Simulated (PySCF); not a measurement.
C4H5Cl. Atoms are numbered in the order given.

```xyz
10

C     -0.4405     2.0780     0.0000
C      0.6018     1.2364     0.0000
C      0.5413    -0.2254     0.0000
C      1.6233    -1.0189     0.0000
Cl    -1.0578    -0.9556     0.0000
H     -1.4680     1.7078     0.0000
H     -0.2865     3.1592     0.0000
H      1.6223     1.6345     0.0000
H      2.6199    -0.5711     0.0000
H      1.5402    -2.1060     0.0000
```
Charge 0, spin multiplicity 1.

Geometry optimised at B3LYP-D3(BJ)/def2-SVP. Other conformers were not sampled.

Method: B3LYP-D3(BJ)/def2-SVP in PySCF 2.14.0.

Frequencies are harmonic and unscaled.

### Question
Estimate the vibrational spectrum. (Estimate from the structure and the level; the computed values follow.)

### Answer

```tsv
mode	ν (cm⁻¹)	IR (km/mol)	moving atoms (share of kinetic energy)
1	158	0.2	C 58 %, H 41 %
2	252	0.1	C 48 %, Cl 34 %, H 18 %
3	391	1.9	C 50 %, H 31 %, Cl 19 %
4	425	6.2	C 49 %, H 48 %
5	525	1.7	C 60 %, H 27 %, Cl 13 %
6	638	22.2	C 63 %, Cl 25 %, H 12 %
7	669	0.1	H 78 %, C 21 %
8	760	0.5	H 64 %, C 36 %
9	895	40.9	H 70 %, C 30 %
10	899	7.6	H 55 %, C 44 %
11	949	32.8	H 73 %, C 27 %
12	1013	11.6	H 88 %, C 12 %
13	1027	6.2	H 72 %, C 27 %
14	1234	45.0	C 70 %, H 30 %
15	1303	0.5	H 79 %, C 21 %
16	1384	7.6	H 84 %, C 16 %
17	1430	1.6	H 80 %, C 20 %
18	1656	35.9	C 86 %, H 14 %
19	1713	3.5	C 89 %, H 11 %
20	3150	2.0	H 94 %
21	3158	0.3	H 94 %
22	3162	5.2	H 92 %
23	3257	2.4	H 89 %, C 11 %
24	3266	1.0	H 89 %, C 11 %
```
